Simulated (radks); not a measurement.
Question: Au XV, 65 electrons, occupied as [Kr] 4d10 4f14 5s2 5p3. All-electron calculation, Dirac Kohn-Sham, PBE, spin-unpolarised, spherical densities, point nucleus; open shells are shared between the two j in proportion to 2j + 1. Program: a radial shooting solver on a logarithmic mesh with Libxc functionals.

Spin-orbit splittings of the eigenvalues, e(l+1/2) - e(l-1/2), with zeta = 2 splitting/(2l+1) and mean radii in bohr:

| shell | occ. | splitting (eV) | zeta (eV) | <r> j=l-1/2 | <r> j=l+1/2 |
|---|---|---|---|---|---|
| 2p | 6 | 1836 | 1224 | 0.05797 | 0.06652 |
| 3p | 6 | 405.6 | 270.4 | 0.1735 | 0.1892 |
| 3d | 10 | 87.23 | 34.89 | 0.1647 | 0.1695 |
| 4p | 6 | 97.69 | 65.12 | 0.4084 | 0.4419 |
| 4d | 10 | ? | ? | 0.4491 | 0.4599 |
| 4f | 14 | 3.981 | 1.137 | 0.4797 | 0.4855 |
| 5p | 3 | 22.01 | 14.68 | 0.9063 | 0.9666 |
| 5d | 0 | 3.741 | 1.496 | 1.074 | 1.091 |

Estimate the 4d splitting.

Answer: 18.30 eV (zeta = 7.322 eV).
